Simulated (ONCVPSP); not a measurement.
Configuration tests for Al (ONCV)

```
Element                 : Al
Generator               : ONCVPSP 4.0.1
Type                    : optimised norm-conserving Vanderbilt (ONCV)
Functional              : PBEsol
Relativity              : scalar-relativistic
Frozen core             : [Ne]
Valence charge          : 3
Reference configuration : 3s2 3p1
Partial waves           : 3s: rc 2.30 bohr, ncon 3, nbas 7, qcut 2.7 1/bohr, 2 projectors, debl 2.3 Ha; 3p: rc 2.35 bohr, ncon 4, nbas 9, qcut 4.2 1/bohr, 2 projectors, debl 1.8 Ha
Local potential         : polynomial inside 1.85 bohr (lpopt 3, dvloc0 -1 Ha)
Core correction         : Teter function, fcfact 3.75, rcfact 1.6
```

Energies are relative to the spin-unpolarised reference configuration 3s2 3p1; without spin polarisation the order of configurations can differ from experiment.

| valence configuration | charge | ΔE all-electron (eV) | error AE − PS (meV) |
| --- | --- | --- | --- |
| 3s1 3p0 | +2 | 24.907 | -81 |
| 3s2 3p0.5 | +0.5 | 2.074 | +0.6 |
| 3s1 3p1 | +1 | 11.527 | -29 |

Problem. What are ΔE and the potential's error for 3s2 3p0?

Solution. ΔE = 5.736 eV all-electron; the error (AE − PS) is +2.4 meV.

Levels in the configuration 3s2 3p0.5:

```json
{"level": "3s", "all-electron (eV)": "-11.057", "pseudo (eV)": "-11.054"}
{"level": "3p", "all-electron (eV)": "-5.676", "pseudo (eV)": "-5.673"}
```

Note: no bound ghost flagged; GHOST(+) flagged for s at 99.7 eV.
